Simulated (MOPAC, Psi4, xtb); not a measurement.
Approach curve of the dimer COS ··· Na+ (SMILES O=C=S and [Na+]) (charge +1). Monomers: optimised at B3LYP-D3(BJ) (def2-TZVP), held rigid. Orientation: lowest of the rigid-body minima from ten starts at GFN2-xTB (searched outside a hard wall at short contacts). Only R, the distance of the centres of mass, is varied, so the lowest point isn't the relaxed dimer. The shortest distances reach bonding range, where SAPT0 and rigid monomers are unreliable.

- PM7, restricted, heats of formation (MOPAC)
- AM1, restricted, heats of formation (MOPAC)
- GFN1-xTB (xtb)
- wB97X-V/def2-TZVP, counterpoise-corrected (Psi4)

Interaction energies in kJ/mol; the last columns give the difference from wB97X-V:

```
R / Å     PM7     AM1  GFN1-xTB  wB97X-V/def2-TZVP  PM7 − wB97X-V/def2-TZVP  AM1 − wB97X-V/def2-TZVP  GFN1-xTB − wB97X-V/def2-TZVP
-----  ------  ------  --------  -----------------  -----------------------  -----------------------  ----------------------------
3.80   -53.32   -3.50    -85.61             -60.34                     7.02                    56.84                        -25.27
3.99   -62.75  -30.99    -83.23             -62.03                    -0.73                    31.04                        -21.20
4.19   -57.53  -38.64    -78.46             -56.43                    -1.10                    17.78                        -22.03
4.49   -44.51  -34.39    -70.62             -45.18                     0.67                    10.79                        -25.44
4.78   -34.16  -26.35    -61.37             -35.64                     1.49                     9.29                        -25.73
5.30   -22.39  -15.35    -44.54             -23.78                     1.39                     8.43                        -20.76
5.99   -14.34   -8.15    -27.60             -15.06                     0.72                     6.91                        -12.54
7.03    -8.25   -3.81    -14.22              -8.73                     0.48                     4.91                         -5.49
8.28    -4.10   -1.75     -8.13              -5.25                     1.15                     3.50                         -2.88
```

PM7 is furthest from wB97X-V/def2-TZVP at 3.80 (7.02 kJ/mol, above); its mean absolute difference over the points is 1.64 kJ/mol.

AM1 is furthest from wB97X-V/def2-TZVP at 3.80 (56.84 kJ/mol, above); its mean absolute difference over the points is 16.61 kJ/mol.

GFN1-xTB is furthest from wB97X-V/def2-TZVP at 4.78 (-25.73 kJ/mol, below); its mean absolute difference over the points is 17.93 kJ/mol.
